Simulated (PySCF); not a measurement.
SMILES Cl[SiH2][SiH2]F (PBE/def2-SVP optimised geometry):

```
8

F      2.264    -1.140     0.000
Si     0.618    -1.140     0.000
Si    -0.180     1.075     0.000
Cl    -2.264     0.863    -0.067
H      0.136    -1.858     1.229
H      0.137    -1.861    -1.228
H      0.273     1.861    -1.199
H      0.195     1.830     1.245
```

Level of theory: PBE/def2-TZVP in PySCF.

What are the frontier orbital energies and the dipole moment?

HOMO-2 -8.42 eV, HOMO-1 -7.80 eV, HOMO -7.12 eV, LUMO -2.15 eV, LUMO+1 -0.88 eV; dipole moment 0.15 D.

Meta-Löwdin charges at PBE/def2-TZVP: F1 -0.48, Si2 0.66, Si3 0.38, Cl4 -0.28, H5 -0.08, H6 -0.08, H7 -0.06, H8 -0.06.
